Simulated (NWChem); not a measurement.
Species: C₂H₄OSe; SMILES O=CC[SeH]

```xyz
8

O      0.4338     2.6489    -0.2657
C      0.0076     1.7305     0.4030
C     -0.8724     0.6231    -0.1310
Se     0.1297    -1.0882    -0.0494
H      0.2688     1.6231     1.5013
H     -1.8089     0.5118     0.4507
H     -1.1033     0.8028    -1.1982
H     -0.0461    -1.2521     1.4182
```
Atoms are numbered in this order, from 1.

Program: NWChem. Medium grid unless said otherwise, to which SCAN and Minnesota functionals are sensitive. Coordinates come from a PBE-D3(BJ)/def2-SVP optimisation.

Q: Order these by “highest occupied level (eV)”, lowest first: revPBE/def2-SVP; BHandHLYP/def2-SVP; B97-2/def2-SVP; LRC-wPBEh/def2-SVP; MN15/def2-SVP.

A: LRC-wPBEh/def2-SVP (-8.76), BHandHLYP/def2-SVP (-7.99), MN15/def2-SVP (-7.56), B97-2/def2-SVP (-6.66), revPBE/def2-SVP (-5.53)
